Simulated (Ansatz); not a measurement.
Li₅H₆ (the lowest doublet isomer of a short search), 11 atoms. Hardware: 4 threads of Arm Neoverse V2 on a shared host.

Correlated methods freeze no core orbitals; core or outer-core shells of Li are correlated, in sets that lack core-valence functions.

Problem. How many basis functions does each of these Ansatz runs have, and roughly what does it cost? CCSD(T)/def2-TZVPD, charge -1 singlet at the geometry of the charge 0 doublet, energy, from earlier orbitals; PBE-QIDH/def2-TZVP, charge 0 doublet, energy, from earlier orbitals; r2SCAN-D4/def2-TZVP, charge 1 singlet at the geometry of the charge 0 doublet, energy, from earlier orbitals; PBE with 15 % exact exchange/def2-TZVP, charge 0 doublet, energy, from earlier orbitals; PBE-D4/def2-TZVPD, charge 0 doublet, energy, from earlier orbitals; CCSD(T)/def2-TZVPP, charge 1 singlet at the geometry of the charge 0 doublet, energy, from earlier orbitals; PBE-D4/def2-TZVP, charge 1 singlet at the geometry of the charge 0 doublet, energy, from earlier orbitals; PBE with 5 % exact exchange/def2-TZVP, charge 0 doublet, energy, from earlier orbitals; PBE-D4/def2-TZVPD, charge -1 triplet at the geometry of the charge 0 doublet, energy, from earlier orbitals; MP2/def2-TZVP, charge 0 quartet, energy, from earlier orbitals; PBE-D4/def2-TZVP, charge 1 triplet at the geometry of the charge 0 doublet, energy, from earlier orbitals; LC-ωPBE/def2-TZVP, charge 0 doublet, energy, from earlier orbitals.

Solution. Other jobs shared the machine, so times can vary by a factor of up to 3. A dash marks memory too small to be measured apart from the calling script's.

```
                                                                                                         run  functions  fitting or Cholesky vectors  wall time  peak host memory (GiB)
                                              MP2/def2-TZVP, charge 0 quartet, energy, from earlier orbitals        106                         1052      0.4 s                       –
   PBE-D4/def2-TZVP, charge 1 singlet at the geometry of the charge 0 doublet, energy, from earlier orbitals        106                          909     0.65 s                       –
                      PBE with 5 % exact exchange/def2-TZVP, charge 0 doublet, energy, from earlier orbitals        106                          909      1.1 s                       –
                     PBE with 15 % exact exchange/def2-TZVP, charge 0 doublet, energy, from earlier orbitals        106                          909      1.1 s                       –
r2SCAN-D4/def2-TZVP, charge 1 singlet at the geometry of the charge 0 doublet, energy, from earlier orbitals        106                          909      1.2 s                       –
   PBE-D4/def2-TZVP, charge 1 triplet at the geometry of the charge 0 doublet, energy, from earlier orbitals        106                          909      1.3 s                       –
                                         PBE-QIDH/def2-TZVP, charge 0 doublet, energy, from earlier orbitals        106                         1050      1.6 s                       –
                                          PBE-D4/def2-TZVPD, charge 0 doublet, energy, from earlier orbitals        139                         1131      1.8 s                       –
                                          LC-ωPBE/def2-TZVP, charge 0 doublet, energy, from earlier orbitals        106                          909      2.5 s                       –
 PBE-D4/def2-TZVPD, charge -1 triplet at the geometry of the charge 0 doublet, energy, from earlier orbitals        139                         1131      2.8 s                       –
CCSD(T)/def2-TZVPD, charge -1 singlet at the geometry of the charge 0 doublet, energy, from earlier orbitals        139                         1401       11 s                     1.1
 CCSD(T)/def2-TZVPP, charge 1 singlet at the geometry of the charge 0 doublet, energy, from earlier orbitals        179                         1148       17 s                     1.9
```
